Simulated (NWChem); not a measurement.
System: SiF$_{2}$, singlet; SMILES F[Si]F

Parts of the log:

```
             Northwest Computational Chemistry Package (NWChem) 7.3.0
             --------------------------------------------------------

                             Geometry "geometry" -> ""
                             -------------------------

 Output coordinates in angstroms (scale by  1.889725989 to convert to a.u.)

  No.       Tag          Charge          X              Y              Z
 ---- ---------------- ---------- -------------- -------------- --------------
    1 Si                  14.0000     0.00000000     0.00000000     0.57138000
    2 F                    9.0000     1.24600000     0.00000000    -0.46023700
    3 F                    9.0000    -1.24600000     0.00000000    -0.46023700

 Effective nuclear repulsion energy (a.u.)      99.6370880005

  pbe96 is a nonlocal functional; adding pw91lda local functional.
                              NWChem Property Module
                              ----------------------

                                 NWChem DFT Module
                                 -----------------

 Summary of "ao basis" -> "ao basis" (spherical)
 ------------------------------------------------------------------------------
       Tag                 Description            Shells   Functions and Types
 ---------------- ------------------------------  ------  ---------------------
 Si                        def2-svpd                10       24   5s3p2d
 F                         def2-svpd                 9       23   4s3p2d

            General Information
            -------------------
          SCF calculation type: DFT
          Wavefunction type:  closed shell.
          No. of atoms     :     3
          No. of electrons :    32
           Alpha electrons :    16
            Beta electrons :    16
          Charge           :     0
          Spin multiplicity:     1
          Use of symmetry is: off; symmetry adaption is: off
          Maximum number of iterations: 150
          AO basis - number of functions:    70
                     number of shells:    28
          Convergence on energy requested:  1.00D-06
          Convergence on density requested:  1.00D-05
          Convergence on gradient requested:  5.00D-04

              XC Information
              --------------
          PerdewBurkeErnzerhof Exchange Functional  1.000
            Perdew 1991 LDA Correlation Functional  1.000 local
           PerdewBurkeErnz. Correlation Functional  1.000 non-local

             Grid Information
             ----------------
          Grid used for XC integration:  medium
          Radial quadrature: Mura-Knowles
          Angular quadrature: Lebedev.
          Tag              B.-S. Rad. Rad. Pts. Rad. Cut. Ang. Pts.
          ---              ---------- --------- --------- ---------
          Si                  1.10       88           8.0       590
          F                   0.50       49          10.0       434
          Grid pruning is: on
          Number of quadrature shells:   186
          Spatial weights used:  Erf1

      Superposition of Atomic Density Guess
      -------------------------------------

 Sum of atomic energies:        -487.33334018

      Non-variational initial energy
      ------------------------------

 Total energy =    -487.550504
 1-e energy   =    -876.613841
 2-e energy   =     289.426249
 HOMO         =      -0.311627
 LUMO         =      -0.023182

   convergence    iter        energy       DeltaE   RMS-Dens  Diis-err
 ---------------- ----- ----------------- --------- --------- ---------
 d= 0,ls=0.0,diis     1   -488.6003469324 -5.88D+02  3.04D-02  8.28D-01
 d= 0,ls=0.0,diis     2   -488.1699509775  4.30D-01  1.65D-02  5.81D+00
 d= 0,ls=0.0,diis     3   -488.6988167708 -5.29D-01  1.89D-03  7.93D-03
 d= 0,ls=0.0,diis     4   -488.6995224904 -7.06D-04  6.24D-04  1.60D-03
 d= 0,ls=0.0,diis     5   -488.6996801522 -1.58D-04  4.49D-05  3.74D-06
 d= 0,ls=0.0,diis     6   -488.6996804762 -3.24D-07  4.26D-06  1.77D-08

         Total DFT energy =     -488.699680476209
      One electron energy =     -877.418813183973
           Coulomb energy =      330.533286094743
    Exchange-Corr. energy =      -41.451241387447
 Nuclear repulsion energy =       99.637088000468

 Numeric. integr. density =       31.999997563116

                       DFT Final Molecular Orbital Analysis
                       ------------------------------------

 Vector   14  Occ=2.000000D+00  E=-3.902713D-01
              MO Center=  6.5D-07,  4.5D-11, -4.3D-01, r^2= 2.0D+00
   Bfn.  Coefficient  Atom+Function         Bfn.  Coefficient  Atom+Function
  ----- ------------  ---------------      ----- ------------  ---------------
    30      0.469426  2 F  py                53     -0.469426  3 F  py
    33     -0.305178  2 F  py                56      0.305177  3 F  py
    36     -0.078156  2 F  py                59      0.078156  3 F  py
    15     -0.063445  1 Si d -2

 Vector   15  Occ=2.000000D+00  E=-3.720852D-01
              MO Center=  4.1D-07,  1.2D-10, -4.1D-01, r^2= 2.1D+00
   Bfn.  Coefficient  Atom+Function         Bfn.  Coefficient  Atom+Function
  ----- ------------  ---------------      ----- ------------  ---------------
    29      0.392466  2 F  px                52      0.392466  3 F  px
    31      0.277015  2 F  pz                54     -0.277015  3 F  pz
    32     -0.252536  2 F  px                55     -0.252536  3 F  px
    34     -0.187180  2 F  pz                57      0.187180  3 F  pz
    35     -0.063893  2 F  px                58     -0.063893  3 F  px

 Vector   16  Occ=2.000000D+00  E=-2.680676D-01
              MO Center=  7.3D-09,  6.7D-09,  8.2D-01, r^2= 2.1D+00
   Bfn.  Coefficient  Atom+Function         Bfn.  Coefficient  Atom+Function
  ----- ------------  ---------------      ----- ------------  ---------------
     3      0.544215  1 Si s                  4      0.406091  1 Si s
     2      0.321498  1 Si s                 11      0.256555  1 Si pz
    31      0.237032  2 F  pz                54      0.237032  3 F  pz
    14      0.213645  1 Si pz                34     -0.158059  2 F  pz
    57     -0.158059  3 F  pz                 8     -0.137808  1 Si pz

 Vector   17  Occ=0.000000D+00  E=-1.168103D-01
              MO Center= -1.0D-09, -2.4D-09,  6.7D-01, r^2= 2.4D+00
   Bfn.  Coefficient  Atom+Function         Bfn.  Coefficient  Atom+Function
  ----- ------------  ---------------      ----- ------------  ---------------
    13      0.679044  1 Si py                10      0.456104  1 Si py
     7     -0.225818  1 Si py                30      0.205454  2 F  py
    53      0.205454  3 F  py                33     -0.160873  2 F  py
    56     -0.160873  3 F  py                21      0.094668  1 Si d -1
    16      0.045529  1 Si d -1              36     -0.025395  2 F  py

 Vector   18  Occ=0.000000D+00  E=-2.111101D-02
              MO Center= -5.7D-09,  4.1D-09,  1.0D+00, r^2= 3.5D+00
   Bfn.  Coefficient  Atom+Function         Bfn.  Coefficient  Atom+Function
  ----- ------------  ---------------      ----- ------------  ---------------
    12      0.608838  1 Si px                23     -0.431949  1 Si d  1
     9      0.327305  1 Si px                35      0.174493  2 F  px
    58      0.174493  3 F  px                27     -0.171496  2 F  s
    31      0.171336  2 F  pz                50      0.171496  3 F  s
    54     -0.171336  3 F  pz                18     -0.159457  1 Si d  1

 Vector   19  Occ=0.000000D+00  E=-3.473216D-03
              MO Center=  6.1D-09, -5.8D-09,  2.2D-01, r^2= 5.0D+00
   Bfn.  Coefficient  Atom+Function         Bfn.  Coefficient  Atom+Function
  ----- ------------  ---------------      ----- ------------  ---------------
     5      0.763945  1 Si s                 14     -0.711385  1 Si pz
     4      0.518053  1 Si s                 22     -0.444558  1 Si d  0
    28     -0.381756  2 F  s                 51     -0.381756  3 F  s
    37     -0.362506  2 F  pz                60     -0.362506  3 F  pz
    11     -0.267821  1 Si pz                27     -0.200350  2 F  s

     Multipole analysis of the density
     ---------------------------------

     L   x y z        total         alpha         beta         nuclear
     -   - - -        -----         -----         ----         -------
     0   0 0 0     -0.000000    -16.000000    -16.000000     32.000000

     1   1 0 0      0.000000      0.000000      0.000000      0.000000
     1   0 1 0     -0.000000     -0.000000     -0.000000      0.000000
     1   0 0 1      0.465102      0.501786      0.501786     -0.538470

     2   2 0 0    -18.727789    -59.261105    -59.261105     99.794421
     2   1 1 0     -0.000000     -0.000000     -0.000000      0.000000
     2   1 0 1     -0.000000     -0.000000     -0.000000      0.000000
     2   0 2 0    -15.219988     -7.609994     -7.609994      0.000000
     2   0 1 1     -0.000000     -0.000000     -0.000000      0.000000
     2   0 0 2    -17.636294    -23.786936    -23.786936     29.937579

 *** CALLING NEW AORESP DRIVER FOR CLOSED AND OPEN SHELLS ***
 Entering AOResponse driver routine

--------------------------------------------------------------------------------

          -----------------------------------------------
          Solving response equations for perturbing field
          -----------------------------------------------

 number of frequencies:     1
 frequency in a.u.:  0.0000000E+00
 Perturbing field: electric
 Using El. Dipole Length Gauge

 Setting up CPKS with frequency omega =      0.00000000 a.u.

 STATIC response

                                NWChem CPHF Module
                                ------------------

  scftype          =     RHF
  nclosed          =       16
  nopen            =        0
  variables        =      864
  # of vectors     =        3
  tolerance        = 0.10D-03
  level shift      = 0.00D+00
  max iterations   =       50
  max subspace     =       30

 SCF residual:    3.5745763212462783E-005

Iterative solution of linear equations
  No. of variables      864
  No. of equations        3
  Maximum subspace       30
        Iterations       50
       Convergence  1.0D-04

   iter   nsub   residual    time
   ----  ------  --------  ---------
     1      3    6.47D+00       2.4
     2      6    3.33D+00       3.0
     3      9    4.79D-01       3.6
     4     12    4.85D-02       4.2
     5     15    5.76D-03       4.8
     6     18    6.13D-04       5.4
     7     21    6.79D-05       6.0

 Electric Dipole Response Matrix (nonzero elements):

              1        2        3
    1   31.0463   0.0000  -0.0000
    2    0.0000  28.8127   0.0000
    3   -0.0000   0.0000  28.5950

 ------------------------------------------
 average:        29.48467 + I       0.00000

 DFT Linear Response polarizability / au
 Frequency  =       0.0000000 / au
              X              Y              Z
 -----------------------------------------------
 X      31.0463065      0.0000000     -0.0000000
 Y       0.0000000     28.8126793      0.0000000
 Z      -0.0000000      0.0000000     28.5950315
 -----------------------------------------------
 Eigenvalues =      31.0463065     28.8126793     28.5950315
 Isotropic   =      29.4846724
 Anisotropic =       2.3500224
 -----------------------------------------------

 Magnetic Dipole Response Matrix (nonzero elements):

 Exiting AOResponse driver routine
```

Level: PBE/def2-SVPD. Low-valent species are run as closed-shell singlets; no triplet was tried in these runs. Geometry: optimised at B3LYP/6-31G* (spherical d).

Task: Which NWChem input produces such a log?

Result: This is not unique; one that fits is the input that was run:
```
start job
memory heap 200 mb stack 900 mb global 1100 mb
geometry units angstroms noautosym nocenter noautoz
  Si     0.000000     0.000000     0.571380
  F      1.246000     0.000000    -0.460237
  F     -1.246000     0.000000    -0.460237
end
basis spherical
  Si library def2-svpd
  F library def2-svpd
end
dft
  xc xpbe96 cpbe96
  iterations 150
end
property
  response 1 0.0
end
task dft property
```
